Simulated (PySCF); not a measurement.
C7H7ClSe.
Atom-mapped SMILES: `[CH3:1][Se:2][c:3]1[cH:4][cH:5][c:6]([Cl:7])[cH:8][cH:9]1` (hydrogens: H10, H11, H12 on C1; H13 on C4; H14 on C5; H15 on C8; H16 on C9)

Structure used (PBE0-D3(BJ)/def2-SVP), in Å, numbered top down from 1:
```
atom  x, y, z in Å
C1     2.4743   -0.6691    0.2273
Se2    1.4311    0.9542    0.1063
C3    -0.3235    0.2239    0.0856
C4    -0.6022   -1.1451    0.1407
C5    -1.9195   -1.5996    0.1214
C6    -2.9677   -0.6869    0.0470
Cl7   -4.6051   -1.2523    0.0244
C8    -2.7061    0.6825   -0.0093
C9    -1.3908    1.1299    0.0102
H10    3.5244   -0.3477    0.2488
H11    2.3144   -1.3096   -0.6507
H12    2.2490   -1.2169    1.1524
H13    0.2021   -1.8796    0.1997
H14   -2.1355   -2.6685    0.1647
H15   -3.5340    1.3911   -0.0679
H16   -1.1947    2.2046   -0.0338
```

Computed at PBE0/pcSseg-1 (PySCF, non-relativistic), with Q(35Cl) = −0.0817 b: Cl7, 35Cl (I = 3/2): χzz = -75.28 MHz, η = 0.073.

Question: Where would the pure quadrupole (NQR) lines of 35Cl at Cl7 fall for the rigid, isolated species?

Answer: From ν = (|χ|/2)√(1 + η²/3): ν = 37.68 MHz (aryl chlorine). For 37Cl the ratio of quadrupole moments, 0.7881, gives 29.69 MHz.

Question: Apply the simplest Townes–Dailey estimate (no s hybridisation, no π bonding), ionic character = 1 − χzz/χ0, where χ0 is the coupling for one missing p electron along the bond: −109.74 MHz for 35Cl.

Answer: Cl7 on C6: 1 − (-75.28)/(-109.74) = 0.31. In this model a purely covalent bond gives χ0 and a free halide ion gives zero; s hybridisation or π bonding, where present, is counted here as ionic character.

In a crystal, neighbours and librations shift these lines. The calculation is non-relativistic, for selenium too. These gradients aren't converged with respect to the basis.

One conformer stands for the species.
